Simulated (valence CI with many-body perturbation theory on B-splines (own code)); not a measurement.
# Er⁶⁰⁺: calculated level list

Level of theory: valence CI with perturbative core correlation (CI+MBPT): six valence electrons over a frozen Dirac-Fock core [He], a basis of 9 s, 9 p, 8 d, 6 f, 3 g, 1 h functions for each j, with the one-electron correlation potential Σ1, the two-electron term Σ2, the three-electron term Σ3, Breit, model QED; selected CI, second order for the rest, scaled by the run's own slope (own B-spline code, finite nucleus).

The last digits are not significant, and no measured levels were compared; by estimate large intervals hold to a few tenths of a per cent, small ones and those within an open d or f shell to about a per cent. Among the levels kept, up to 2100 cm⁻¹ of a level comes from second order outside the variational space, and about a tenth of that is noise between levels of different J, which matters for small intervals.

Levels 46 to 59 of 59, with energies above the lowest level, (2s^2 2p1/2^2 2p3/2^2) J=2. "Leading %" is the weight of the configuration and term that name the level; weights of strongly mixed levels are sums over their largest components and can fall short, so below about 35 % the name and the second component can differ from the true leading terms, or belong to a minority configuration. In the jj column 3d3/2^4 stands for four electrons in 3d with j = 3/2. Lifetimes count E1, E2, E3, M1 and M2 decay at the calculated energies, and are blank where another channel may lead or the interval is too uncertain; long ones can be off by a factor of two.

| No. | Configuration | Term | J | E (eV) | Leading % | Leading jj | Lifetime |
| --- | --- | --- | --- | --- | --- | --- | --- |
| 46 | 2s2 2p3 3p | 3F | 4 | 8595.5 | 100 | 2s^2 2p1/2 2p3/2^2 3p3/2 (100 %) | 578 fs |
| 47 | 2s2 2p3 3p | 3D | 3 | 8596.5 | 71 | 2s^2 2p1/2 2p3/2^2 3p3/2 (98 %) | 517 fs |
| 48 | 2s2 2p3 3p | 3P | 1 | 8601.7 | 22 | 2s 2p1/2^2 2p3/2^2 3s (52 %) | 10.5 fs |
| 49 | 2s 2p4 3s | 3P | 2 | 8611.7 | 44 | 2s 2p1/2^2 2p3/2^2 3s (85 %) | 29.5 fs |
| 50 | 2s 2p4 3p | 5P° | 2 | 8613.9 | 30 | 2s 2p1/2^2 2p3/2^2 3p1/2 (99 %) | 5.98 fs |
| 51 | 2s 2p4 3p | 3D° | 3 | 8615.3 | 40 | 2s 2p1/2^2 2p3/2^2 3p1/2 (98 %) | 2.39 fs |
| 52 | 2s 2p4 3s | 1S | 0 | 8630.7 | 64 | 2s 2p1/2^2 2p3/2^2 3s (99 %) | 12.7 fs |
| 53 | 2s2 2p3 3p | 3P | 1 | 8635.2 | 46 | 2s^2 2p1/2 2p3/2^2 3p3/2 (70 %) | 21.7 fs |
| 54 | 2s2 2p3 3p | 1D | 2 | 8638.7 | 44 | 2s^2 2p1/2 2p3/2^2 3p3/2 (92 %) | 190 fs |
| 55 | 2s2 2p3 3p | 3D | 2 | 8655.4 | 39 | 2s^2 2p1/2 2p3/2^2 3p3/2 (99 %) | 584 fs |
| 56 | 2s2 2p3 3p | 3P | 1 | 8658.7 | 43 | 2s^2 2p1/2 2p3/2^2 3p3/2 (89 %) | 107 fs |
| 57 | 2s2 2p3 3d | 5D° | 1 | 8687.0 | 46 | 2s^2 2p1/2 2p3/2^2 3d3/2 (97 %) | 4.67 fs |
| 58 | 2s2 2p3 3d | 3F° | 2 | 8689.0 | 39 | 2s^2 2p1/2 2p3/2^2 3d3/2 (97 %) | 6.24 fs |
| 59 | 2s2 2p3 3d | 5D° | 0 | 8689.9 | 54 | 2s^2 2p1/2 2p3/2^2 3d3/2 (99 %) | 4.11 fs |
